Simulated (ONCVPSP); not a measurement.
## carbon (C), ONCV: configuration errors across variants

ONCVPSP 4.0.1 input, shortened (lines: element, Z, core and valence counts, functional; n l f; lmax; l rc ep ncon nbas qcut; lloc lpopt rc5 dvloc0; l nproj debl; icmod fcfact rcfact), PBE, scalar-relativistic:

```
  C 6.00    1    2        4      upf
    1    0    2.00
    2    0    2.00
    2    1    2.00
    1
    0    1.20    0.00    4    8    6.50
    1    1.70    0.00    4    7   10.00
    4    4    0.85    6.00
    0    1    1.20
    1    2    3.70
    0    0.00    0.00
```

All-electron excitation energies from the reference (eV): (1) 2s2 2p1 10.861; (2) 2s2 2p0 35.017; (3) 2s1 2p0 83.211; (4) 2s1 2p2 19.615.

Errors AE − PS in meV (a dash: test not solved or not reliable):

```tsv
change	(1)	(2)	(3)	(4)	bound ghosts	GHOST(+) flags above zero
base	+14	+158	+362	-7.4	none	none
local potential polynomial inside 0.85 bohr (lpopt 4, dvloc0 -0.5 Ha)	+14	+162	+367	-7.2	none	none
local potential polynomial inside 0.85 bohr (lpopt 4, dvloc0 1 Ha)	+14	+161	+367	-7.2	none	none
local potential polynomial inside 0.85 bohr (lpopt 4, dvloc0 2 Ha)	+14	+160	+365	-7.2	none	none
local potential polynomial inside 0.85 bohr (lpopt 4, dvloc0 3.5 Ha)	+14	+159	+365	-7.3	none	none
local potential polynomial inside 0.85 bohr (lpopt 4, dvloc0 5 Ha)	+14	+158	+362	-7.3	none	none
local potential polynomial inside 0.85 bohr (lpopt 4, dvloc0 6.5 Ha)	+14	+158	+362	-7.4	none	none
local potential polynomial inside 0.85 bohr (lpopt 4, dvloc0 8 Ha)	+14	+156	+359	-7.5	none	none
local potential polynomial inside 0.85 bohr (lpopt 4, dvloc0 9 Ha)	+14	+155	+359	-7.5	none	none
```

Give the same row for: local potential polynomial inside 0.85 bohr (lpopt 4, dvloc0 -2.5 Ha).

+15, +164, +370, -7.0; bound ghosts: none; GHOST(+) flags above zero: none.
